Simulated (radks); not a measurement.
Species: Gd6+. Configuration: [Kr] 4d10 4f6 5s2 5p4 (the NIST ground configuration). All-electron calculation, Dirac Kohn-Sham, LDA (Slater exchange, Perdew-Wang correlation), spin-unpolarised, spherical densities, point nucleus; open shells fill j = l - 1/2 first. Program: a radial shooting solver on a logarithmic mesh with Libxc functionals.

Normalised radial functions P(r) = r R(r) (large component), r in bohr:

r           4f7/2
0.0008982  0.0000
0.001362   0.0000
0.002048   0.0000
0.003104   0.0000
0.004668   0.0000
0.007075   0.0000
0.01064    0.0000
0.01613    0.0002
0.02426    0.0008
0.03677    0.0035
0.05529    0.0136
0.08382    0.0488
0.126      0.1474
0.1911     0.3736
0.2896     0.7372
0.4356     1.0671
0.6603     1.1057
0.9929     0.8147
1.505      0.4036
2.263      0.1162
3.431      0.0130

4f7/2 (empty): eigenvalue -86.380 eV, 0 radial nodes, <r> = 0.781 bohr, 90 % of the charge inside 1.29 bohr.
